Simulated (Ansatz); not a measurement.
Relaxation of CH$_{9}$NSiSn (13 atoms, charge 0, multiplicity 1), to a largest force component of 0.02 eV/Å in at most 50 steps.

Method: RKS BLYP-D4/def2-SVP in Ansatz 0.2.0.

```xyz
13
Properties=species:S:1:pos:R:3
C -0.725 1.525 -0.935
N -1.334 0.983 0.266
Sn 0.151 0.021 1.274
Si 1.124 -1.872 -0.112
H -1.577 2.079 -1.528
H 0.004 2.334 -0.687
H -0.306 0.784 -1.591
H -1.980 0.269 -0.025
H -0.435 -0.589 2.842
H 1.486 1.150 1.631
H 1.566 -1.355 -1.355
H -0.028 -2.814 -0.369
H 2.073 -2.551 0.604
```

Where does it end, and by what steps?

The forces met the threshold. After 9 steps the energy has fallen by 0.649 eV; H7 moved furthest, 0.46 Å.

| step | energy less start (eV) | largest force component (eV/Å) | accepted |
| --- | --- | --- | --- |
| 0 | 0.0000 | 2.782 | yes |
| 1 | -0.5205 | 0.989 | yes |
| 2 | -0.6186 | 0.299 | yes |
| 3 | -0.6347 | 0.196 | yes |
| 4 | -0.6252 | 0.260 | no |
| 5 | -0.6401 | 0.055 | yes |
| 6 | -0.6458 | 0.037 | yes |
| 7 | -0.6466 | 0.156 | yes |
| 8 | -0.6482 | 0.068 | yes |
| 9 | -0.6486 | 0.007 | yes |

```xyz
13
Properties=species:S:1:pos:R:3
C -0.855 1.659 -1.021
N -1.228 1.081 0.275
Sn 0.195 -0.051 1.314
Si 1.223 -2.039 -0.063
H -1.652 2.350 -1.377
H 0.066 2.270 -0.910
H -0.662 0.930 -1.849
H -2.113 0.561 0.199
H -0.646 -0.598 2.733
H 1.419 1.105 1.748
H 1.784 -1.532 -1.361
H 0.162 -3.056 -0.373
H 2.327 -2.715 0.700
```

Run time: 24 s on 2 threads of Arm Neoverse V2, with other jobs on the host, peak memory 0.16 GiB.
